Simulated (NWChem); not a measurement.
CH$_{3}$FO$_{2}$Si; SMILES O=C(O)[SiH2]F

```xyz
8

O     -0.7890    -1.8403     0.0000
C      0.0171    -0.9441     0.0000
O      1.3360    -1.1375     0.0000
Si    -0.6130     0.8637     0.0000
F      0.6061     1.9336     0.0000
H      1.4849    -2.1004     0.0000
H     -1.4183     1.0465    -1.2337
H     -1.4183     1.0465     1.2337
```
Atoms are numbered in this order, from 1.

Results from NWChem. The geometry was optimised at PBE0/def2-SVP. Total energies of different functionals are on different scales.

```
level             energy (Ha)  highest occupied level (eV)  orbital gap (eV)  dipole (D)
----------------  -----------  ---------------------------  ----------------  ----------
PBE/def2-TZVP       -579.4532                        -6.71              4.66        0.58
B3LYP/def2-TZVP     -579.9231                        -8.03              6.77        0.45
PBE0/def2-TZVP      -579.4753                            …                 …        0.48
BLYP/def2-TZVP      -579.8610                        -6.63              4.70        0.53
PW6B95/def2-TZVP    -580.4762                        -8.40              7.46        0.44
```

**Question.** Fill in the missing entries.

**Answer.** 
- PBE0/def2-TZVP, highest occupied level (eV): -8.25
- PBE0/def2-TZVP, orbital gap (eV): 7.24
